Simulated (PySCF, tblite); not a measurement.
Species: C3H11NOSi4.
Structure used (GFN2-xTB), in Å, numbered top down from 1:
```xyz
20
C3H11NOSi4 angstrom
C     -3.2296   -0.6459   -0.4308
C     -2.3330    0.5745   -0.2947
O     -1.2076    0.2543    0.4653
Si     0.2222    1.0426    0.5404
Si     1.3907    0.7734   -1.5005
Si     2.4835   -1.1289   -0.6060
Si     1.5083   -0.6631    1.5133
C      2.8253    0.1464    2.5517
N      3.6562    0.6731    3.1444
H     -4.1133   -0.3940   -1.0103
H     -2.6926   -1.4489   -0.9301
H     -3.5352   -0.9927    0.5530
H     -2.0190    0.9266   -1.2864
H     -2.8766    1.3912    0.1965
H     -0.0173    2.3912    1.0906
H      2.2805    1.8732   -1.8949
H      0.5930    0.5447   -2.7191
H      2.0815   -2.4255   -1.1770
H      3.9490   -1.1875   -0.6588
H      1.0289   -1.6941    2.4506
```

Computed, not measured: PBE0/pcSseg-1 in PySCF (dipole) on a GFN2-xTB geometry, gas phase.

Take the most abundant isotopes and a rigid rotor. The values belong to one conformer with, in the numbering `[CH3:1][CH2:2][O:3][Si@@H:4]1[SiH2:5][SiH2:6][Si@H:7]1[C:8]#[N:9]`, C1–C2–O3–Si4 161°, C2–O3–Si4–Si5 -70°, O3–Si4–Si5–Si6 -92°, Si4–Si5–Si6–Si7 -7°, Si5–Si6–Si7–C8 -101°, O3–Si4–Si7–Si6 103°.

Problem. What are A, B and C (MHz)?

Solution. Ia = 434.79, Ib = 948.52, Ic = 1118.47 u·Å²; 505379 MHz·u·Å²/I gives A = 1162, B = 532.8, C = 451.9 MHz.

Problem. Classify the top.

Solution. An asymmetric top; Ray's κ = -0.772.

Problem. Is it planar, by Δ = Ic − Ia − Ib?

Solution. Not planar: Δ = Ic − Ia − Ib = -264.85 u·Å². For a rigid frame Δ = −2 Σ m c², so Σ m c² = 132.43 u·Å² lies off the ab plane: 26.51 from hydrogen and 105.92 from heavier atoms. The atom farthest from that plane is 2.23 Å away.

Problem. Give the other two planar moments, Paa and Pbb, and the rms extents of the mass along the axes.

Solution. Paa = Σ m a² = (Ib + Ic − Ia)/2 = 816.10 and Pbb = Σ m b² = (Ia + Ic − Ib)/2 = 302.37 u·Å². With the mass M = 188.99 u, the rms extents √(P/M) along a, b and c are 2.08, 1.26, 0.84 Å.

Problem. Which lines would a microwave search look for?

Solution. The dipole components are |μa| = 4.77 D, |μb| = 1.68 D, |μc| = 0.71 D. Intensities carry the squares of the components, which stand as 1.00 : 0.12 : 0.02 (a : b : c). Some lines, for components of 0.1 D or more:

```
type  branch         J(Ka,Kc)   MHz  lower level (cm⁻¹)
   c       Q  3(1,3) ← 3(0,3)   459               0.196
   b       Q  2(1,1) ← 2(0,2)   799               0.098
   b       Q  3(1,2) ← 3(0,3)   944               0.196
   a       R  1(0,1) ← 0(0,0)   985               0.000
   b       R  1(1,1) ← 0(0,0)  1614               0.000
   c       Q  3(2,2) ← 3(1,2)  1772               0.227
   a       R  2(1,2) ← 1(1,1)  1888               0.054
   c       Q  2(2,1) ← 2(1,1)  1889               0.125
   a       R  3(1,3) ← 2(1,2)  2828               0.117
   a       R  3(1,2) ← 2(1,1)  3071               0.125
   c       Q  3(3,1) ← 3(2,1)  3318               0.288
   b       Q  3(3,1) ← 3(2,2)  3354               0.286
   b       R  3(1,3) ← 2(0,2)  3384               0.098
   b       R  2(2,1) ← 1(1,0)  3939               0.057
   b       R  2(2,0) ← 1(1,1)  4027               0.054
   c       R  3(2,2) ← 2(1,2)  5085               0.117
   b       R  3(2,1) ← 2(1,2)  5122               0.117
   c       R  3(3,0) ← 2(2,0)  6302               0.188
   c       R  3(3,1) ← 2(2,1)  6308               0.188
   b       R  3(3,0) ← 2(2,1)  6309               0.188
```

Problem. Estimate the classical rotational partition function at 100 K, 200 K and 500 K.

Solution. Point group C1, symmetry number σ = 1; q = (√π/σ)·√((kT/h)³/(ABC)), k/h = 20836.6 MHz/K: 319000 at 100 K, 901000 at 200 K, 3560000 at 500 K.

Its GFN2-xTB frequencies are all real (lowest 18 cm⁻¹). Zero-point vibration and centrifugal distortion are left out. A rigid rotor knows nothing of internal rotation, which can split or shift real lines. Quadrupole hyperfine structure (14N) is left out.

Hardware: an Arm Neoverse V2 with one thread, shared host with 96 logical CPUs at a one-minute load of 32. Cost: 65 s wall (with the writing of density and orbital grids), 1.1 GiB resident at most. This is the PBE0/pcSseg-1 job that gave the dipole, with the shieldings it also computed.
